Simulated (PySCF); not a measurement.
# RbSb: script and output

The script input.py:

```python
from pyscf import gto, scf, mp

mol = gto.M(
    atom='Rb 0 0 0; Sb 0 0 3.939',
    basis='def2-svpd',
    ecp={'Rb': 'def2-svpd', 'Sb': 'def2-svpd'},
    charge=0,
    spin=2,
    verbose=4,
)
mf = scf.UHF(mol)
mf.kernel()
mp.MP2(mf, frozen=4).kernel()
mf.dip_moment()
print('orbital energies (hartree):', [e[max(0, n-3):n+3].round(4) for e, n in zip(mf.mo_energy, mol.nelec)])
```

```bash
$ python input.py
```

It prints (some set-up lines and the per-cycle HOMO/LUMO lines with their warnings removed):

```
PySCF version 2.14.0

[INPUT] Symbol           X                Y                Z      unit          X                Y                Z       unit  Magmom
[INPUT]  1 Rb     0.000000000000   0.000000000000   0.000000000000 AA    0.000000000000   0.000000000000   0.000000000000 Bohr   0.0
[INPUT]  2 Sb     0.000000000000   0.000000000000   3.939000000000 AA    0.000000000000   0.000000000000   7.443631204662 Bohr   0.0

nuclear repulsion = 27.8090080376847
number of shells = 23
number of NR pGTOs = 105
number of NR cGTOs = 59
basis = def2-svpd
ecp = {'Rb': 'def2-svpd', 'Sb': 'def2-svpd'}

******** <class 'pyscf.scf.uhf.UHF'> ********
method = UHF
initial guess = minao
damping factor = 0
level_shift factor = 0
DIIS = <class 'pyscf.scf.diis.CDIIS'>
SCF conv_tol = 1e-09
SCF max_cycles = 50
number electrons alpha = 17  beta = 15
init E= -233.953964358885

cycle= 1 E= -262.399020824831  delta_E= -28.4  |g|= 1.17  |ddm|= 6.73
cycle= 2 E= -262.56566876465  delta_E= -0.167  |g|= 0.636  |ddm|=  3.7
cycle= 3 E= -263.032020945202  delta_E= -0.466  |g|=  0.2  |ddm|= 1.69
cycle= 4 E= -263.075569911271  delta_E= -0.0435  |g|= 0.0499  |ddm|= 0.536
cycle= 5 E= -263.080046042269  delta_E= -0.00448  |g|= 0.0101  |ddm|= 0.265
cycle= 6 E= -263.080377910933  delta_E= -0.000332  |g|= 0.00481  |ddm|= 0.0554
cycle= 7 E= -263.080567712743  delta_E= -0.00019  |g|= 0.00413  |ddm|= 0.0395
cycle= 8 E= -263.080779846236  delta_E= -0.000212  |g|= 0.00367  |ddm|= 0.048
cycle= 9 E= -263.08126945817  delta_E= -0.00049  |g|= 0.00248  |ddm|= 0.145
cycle= 10 E= -263.081526335292  delta_E= -0.000257  |g|= 0.00218  |ddm|= 0.131
cycle= 11 E= -263.081553813594  delta_E= -2.75e-05  |g|= 0.00118  |ddm|= 0.0177
cycle= 12 E= -263.081640062424  delta_E= -8.62e-05  |g|= 0.00153  |ddm|= 0.106
cycle= 13 E= -263.081651091049  delta_E= -1.1e-05  |g|= 0.000315  |ddm|= 0.0169
cycle= 14 E= -263.081657258489  delta_E= -6.17e-06  |g|= 0.000437  |ddm|= 0.0376
cycle= 15 E= -263.081657936545  delta_E= -6.78e-07  |g|= 4.18e-05  |ddm|= 0.00427
cycle= 16 E= -263.081657976728  delta_E= -4.02e-08  |g|= 2.83e-05  |ddm|= 0.00285
cycle= 17 E= -263.081657979445  delta_E= -2.72e-09  |g|= 7.65e-06  |ddm|= 0.000431
cycle= 18 E= -263.081657979884  delta_E= -4.39e-10  |g|= 1.86e-06  |ddm|= 0.000168
Extra cycle  E= -263.081657979894  delta_E= -1.09e-11  |g|= 1.21e-06  |ddm|= 8.49e-06
converged SCF energy = -263.081657979894  <S^2> = 2.2983744  2S+1 = 3.1927258

******** <class 'pyscf.mp.ump2.UMP2'> ********
nocc = (np.int64(13), np.int64(11)), nmo = (55, 55)
frozen orbitals 4
E(UMP2) = -263.219146861253  E_corr = -0.13748888135828
E(SCS-UMP2) = -263.211074605207  E_corr = -0.129416625312295
E_corr(same-spin) = -0.0410423449818938
E_corr(oppo-spin) = -0.0964465363763862
Dipole moment(X, Y, Z, Debye):  0.00000,  0.00000, -9.18233
orbital energies (hartree): [array([-0.2697, -0.2697, -0.2506, -0.0062,  0.0077,  0.0077]), array([-0.8198, -0.4732, -0.1525, -0.0102,  0.0054,  0.0054])]
```

In short: E(SCF) = -263.081658 Eh, E(MP2) − E(SCF) = -0.13749 Eh, ⟨S²⟩ = 2.298, μz(SCF) = -9.18 D.

Wall time 2.5 s on one thread of a shared host.

The bond length is a typed value, not an optimised one. No search for the lowest solution was made.
